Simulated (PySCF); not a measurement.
Q: Give a GFN2-xTB geometry of `O=Cc1ccc(O)s1`.

A: 
```
atom  x, y, z in Å
O1    -2.756    1.396    0.993
C2    -2.319    0.448    0.383
C3    -0.930    0.167    0.145
C4    -0.374   -0.889   -0.538
C5     1.023   -0.860   -0.584
C6     1.540    0.230    0.070
O7     2.842    0.514    0.187
S8     0.308    1.236    0.753
H9    -2.989   -0.316   -0.061
H10   -0.969   -1.662   -0.992
H11    1.641   -1.593   -1.069
H12    2.983    1.328    0.687
```

Any rigid rotation of these coordinates is as good. Atoms count from 1 in this order. The 2 C–O bonds span 1.208 Å (O1=C2, drawn double) to 1.338 Å (C6–O7, drawn single), a spread of 0.130 Å. The 5-membered ring C3–C4–C5–C6–S8 has internal angles of 90.7° to 113.9°; it is planar, 0.00 Å rms from its mean plane, widest ring torsion 0°. The C–C distances run from 1.373 Å (C5–C6, aromatic) to 1.436 Å (C2–C3, drawn single), a spread of 0.063 Å. O7 (phenol-type oxygen) is bent (angle 111.5°).

Bonds between heavy atoms (Å): O1=C2 1.208, C2–C3 1.436, C3–C4 1.375, C4–C5 1.398, C5–C6 1.373, C6–O7 1.338, C6–S8 1.731, C3–S8 1.746.

Computed geometry: GFN2-xTB, gas phase.

Point group: Cs (tolerance 0.08 Å). GFN2-xTB frequencies: not computed here. One conformer, not necessarily the lowest (O1–C2–C3–C4 180°, C5–C6–O7–H 180°).
